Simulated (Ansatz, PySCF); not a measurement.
H8N2OSi2, SMILES [SiH2]([Si@H](O)N)N.

Geometry: PBE-D3(BJ)/def2-SVP. The structure was generated by enumeration; whether it is a known compound was not checked. The values are those of a single conformer.

Vertical ionisation energy (IE) and electron affinity (EA) in eV. Rows of orbital energies are one-electron estimates. Where ΔSCF, EOM or ADC give a negative EA the extra electron is unbound and the value depends on the basis.

```
level                                                                   IE     EA
--------------------------------------------------------------------  ----  -----
−ε(HOMO), −ε(LUMO), r2SCAN/def2-TZVP (PySCF)                             …      …
−ε(HOMO), −ε(LUMO), PBE/def2-TZVP (PySCF)                             5.58   0.84
ΔSCF, PBE0/def2-TZVPD (Ansatz), final states of multiplicity 2 and 2  8.85  -0.73
ΔSCF, PBE/def2-TZVPD (Ansatz), final states of multiplicity 2 and 2   8.50  -0.57
```

### Question
Complete the blanks. (Estimate from the structure and the level; the computed values follow.)

### Answer

- −ε(HOMO), −ε(LUMO), r2SCAN/def2-TZVP (PySCF), IE: 5.84
- −ε(HOMO), −ε(LUMO), r2SCAN/def2-TZVP (PySCF), EA: 0.47

### Question
What vertical singlet–triplet gap does ΔSCF give with PBE0/def2-TZVPD (Ansatz, a quantum-chemistry and plane-wave program) and with PBE/def2-TZVPD (Ansatz)? (Estimate from the structure and the level; the computed values follow.)

### Answer
4.97 and 4.55 eV (triplet above singlet where positive).
